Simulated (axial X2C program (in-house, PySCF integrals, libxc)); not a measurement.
**Which molecule gave these maps?**

PBE0 fields computed with an in-house all-electron X2C program for linear molecules (integrals from PySCF), spin-free, near the equilibrium distance, one atom at z = 0.

The maps cover the half plane through the axis: z from -2.4 to 4.2 Å along the bond, ρ from 0.15 to 2.25 Å away from it.

log10 of the density in e/bohr³:

```
 ρ\z  -2.4  -1.8  -1.2  -0.6   0.0   0.6   1.2   1.8   2.4   3.0   3.6   4.2
0.15  -3.4  -2.3  -1.4  -0.2   1.8  -0.2  -0.9  -0.1   1.3  -0.7  -1.7  -2.8
0.45  -3.4  -2.4  -1.5  -0.6   0.4  -0.6  -1.0  -0.6   0.1  -0.9  -1.8  -2.8
0.75  -3.6  -2.6  -1.7  -1.0  -0.6  -1.0  -1.2  -1.0  -0.8  -1.2  -2.0  -3.0
1.05  -3.7  -2.8  -1.9  -1.4  -1.2  -1.3  -1.5  -1.3  -1.2  -1.6  -2.3  -3.2
1.35  -3.9  -3.0  -2.3  -1.8  -1.6  -1.7  -1.9  -1.7  -1.7  -2.0  -2.6  -3.5
1.65  -4.2  -3.4  -2.7  -2.2  -2.0  -2.1  -2.2  -2.2  -2.2  -2.4  -3.0  -3.8
1.95  -4.5  -3.7  -3.1  -2.6  -2.5  -2.5  -2.7  -2.6  -2.6  -2.9  -3.4  -4.1
2.25  -4.8  -4.1  -3.5  -3.1  -2.9  -3.0  -3.1  -3.1  -3.1  -3.4  -3.8  -4.4
```

Electron localisation function (collinear form, no current term, damped to 0 at low density):

```
 ρ\z  -2.4  -1.8  -1.2  -0.6   0.0   0.6   1.2   1.8   2.4   3.0   3.6   4.2
0.15  0.04  0.50  0.70  0.48  0.77  0.47  0.67  0.29  0.40  0.31  0.75  0.23
0.45  0.03  0.47  0.73  0.30  0.76  0.25  0.68  0.17  0.44  0.57  0.73  0.20
0.75  0.02  0.40  0.76  0.40  0.28  0.29  0.66  0.54  0.35  0.81  0.67  0.14
1.05  0.01  0.30  0.73  0.72  0.48  0.55  0.59  0.70  0.78  0.82  0.54  0.08
1.35  0.00  0.17  0.63  0.79  0.72  0.59  0.46  0.61  0.75  0.70  0.35  0.03
1.65  0.00  0.07  0.43  0.68  0.68  0.47  0.29  0.42  0.56  0.47  0.16  0.01
1.95  0.00  0.01  0.20  0.46  0.48  0.29  0.14  0.21  0.31  0.22  0.04  0.00
2.25  0.00  0.00  0.04  0.19  0.23  0.12  0.05  0.07  0.11  0.06  0.01  0.00
```

Axial spin density in 10⁻³ e/bohr³:

```
 ρ\z  -2.4  -1.8  -1.2  -0.6   0.0  0.6   1.2  1.8   2.4   3.0   3.6  4.2
0.15   0.0  -0.2  -1.1  -0.7  28.5  0.1  -0.9  0.3  28.7  -1.4  -0.5  0.0
0.45   0.0   0.0   0.1   2.2   1.6  2.1  -1.3  3.8   2.6   2.9   0.0  0.0
0.75   0.0   0.1   1.2   7.7   9.9  4.6  -1.3  4.9  13.7   4.8   0.4  0.0
1.05   0.0   0.2   1.4   7.2  11.6  3.9  -0.9  2.7   8.0   3.3   0.5  0.0
1.35   0.0   0.1   1.0   4.1   6.1  2.1  -0.5  1.0   3.1   1.6   0.3  0.0
1.65   0.0   0.1   0.6   1.8   2.5  0.9  -0.2  0.3   1.0   0.7   0.2  0.0
1.95   0.0   0.1   0.3   0.7   0.9  0.3  -0.1  0.1   0.3   0.2   0.1  0.0
2.25   0.0   0.0   0.1   0.3   0.3  0.1   0.0  0.0   0.1   0.1   0.0  0.0
```

Problem. Which molecule is it?
A. TeSe⁺
B. HfP⁺
C. GaMo
D. RuTe⁻

Solution. A. TeSe⁺, with Te at z = 0 and Se at z = 2.290 Å, state M_S = 1/2, Λ = 1 (beyond evenly filled blocks: π+α), basis Te dyall-cv3z [11s12p8d4f1g], Se dyall-cv3z [8s9p6d4f1g] (cores contracted in-house). One determinant describes the state; a PBE0 search over occupations chose it and may have missed a lower one. Without a current term, density functionals place determinants with orbital angular momentum somewhat too high.
